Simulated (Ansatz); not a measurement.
Two isomers of CH5BOSi: A = `B1OC[SiH2]1`, B = `B[SiH2]C=O`.

Program: Ansatz. Geometries: PBE0-D4/def2-TZVP. ΔE: electronic, gas phase. CBS: MP2 limit from def2 TZ/QZ plus the TZ coupled-cluster correction, frozen cores. Functionals use def2-TZVPP. B3LYP here is the variant with VWN-RPA as its local correlation; programs differ in this. Each species was taken in one conformer, which may not be the lowest.

(1) Which isomer does CCSD(T)/CBS put lower? Give the gap. (Estimate.)

(2) Give E(B) − E(A) in kJ/mol with B3LYP, PBE-D4, CCSD(T)/def2-SVP, MP2/def2-TZVPP, BLYP-D4, CCSD(T)/def2-TZVPP, B3LYP-D4. (An estimate is asked.)

(3) Does the order hold for the free energy at 298.15 K (harmonic terms from PBE0-D4)? (Best estimate.)

Largest T1 diagnostic: 0.016.

## Answers

(1) Ansatz gave: A, by 162.8 kJ/mol.

(2) Computed: B3LYP 145.6, PBE-D4 157.3, CCSD(T)/def2-SVP 158.6, MP2/def2-TZVPP 170.0, BLYP-D4 136.7, CCSD(T)/def2-TZVPP 159.9, B3LYP-D4 147.6. None reverses the order clearly.

(3) The calculation gave: Yes: G(B) − G(A) = +137.7 kJ/mol, for one conformer each. Modes under 60 cm⁻¹, often nearly free rotors, make the harmonic entropy too high.

From r2SCAN to r2SCAN0 (25 % exact exchange), in def2-TZVPP and without D4, E(B) − E(A) moves by +8.6 kJ/mol. In def2-TZVPP, CCSD(T) changes the Hartree–Fock value by +33.9 kJ/mol (the triples alone add +2.9 kJ/mol) and MP2 by +44.0 kJ/mol.
